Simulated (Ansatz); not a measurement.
Consider the ligand exchange at the Si–C bond: `NBC(N)[SiH3]` + `[OH][Ge][F]` → `[F][Ge][O][SiH3]` + `NBCN`.

Calculated with Ansatz (gas phase, PBE0-D4/def2-TZVP geometries, no zero-point term in ΔE). CCSD(T)/CBS is the MP2 limit (def2-TZVPP, def2-QZVPP) plus CCSD(T) − MP2 in def2-TZVPP, frozen cores. Functionals use def2-TZVPP. B3LYP here is the variant with VWN-RPA as its local correlation; programs differ in this. For Ge outer-core shells are correlated without core-valence functions, which leaves a few kJ/mol of doubt a bond. Scalar relativity is left out up to krypton. One conformer a species, not always the lowest.

| level | ΔE (kcal/mol) | difference from CCSD(T)/CBS |
| --- | --- | --- |
| PBE-D4 | -18.4 | 4.3 |
| r2SCAN-D4 | -21.4 | 1.3 |
| PBE0-D4 | -20.0 | 2.7 |
| B3LYP-D4 | -22.9 | -0.2 |
| ωB97X-V | -22.3 | 0.4 |
| ωB97M-V | -21.8 | 0.9 |
| B2PLYP | -24.0 | -1.3 |
| PBE | -19.2 | 3.5 |
| r2SCAN | -21.7 | 1.0 |
| PBE0 | -20.7 | 2.0 |
| B3LYP | -24.2 | -1.5 |
| HF/def2-TZVPP | -29.8 | -7.1 |
| MP2/def2-TZVPP | -22.5 | 0.2 |
| SCS-MP2/def2-TZVPP | -24.2 | -1.5 |
| CCSD/def2-TZVPP | -23.7 | -1.0 |
| CCSD(T)/def2-TZVPP | -22.6 | 0.1 |
| HF/def2-QZVPP | -30.3 | -7.6 |
| MP2/def2-QZVPP | -22.7 | 0.0 |
| SCS-MP2/def2-QZVPP | -24.3 | -1.6 |
| HF/CBS(def2) | -30.4 | -7.7 |
| MP2/CBS(def2) | -22.6 | 0.1 |
| CCSD/CBS(def2) | -23.7 | -1.0 |
| CCSD(T)/CBS | -22.7 | 0 |

Largest T1 diagnostic among the species: 0.015.

The D4 term adds +1.3 kcal/mol with B3LYP and +0.7 kcal/mol with PBE0; it sums over pairs of atoms, weighted by their polarisabilities, and B3LYP, whose exchange is more repulsive, gets the larger term. In def2-TZVPP, CCSD(T) changes the Hartree–Fock value by +7.2 kcal/mol (the triples alone add +1.1 kcal/mol) and MP2 by +7.3 kcal/mol. From PBE to PBE0 (25 % exact exchange), in def2-TZVPP and without D4, ΔE moves by −1.5 kcal/mol.
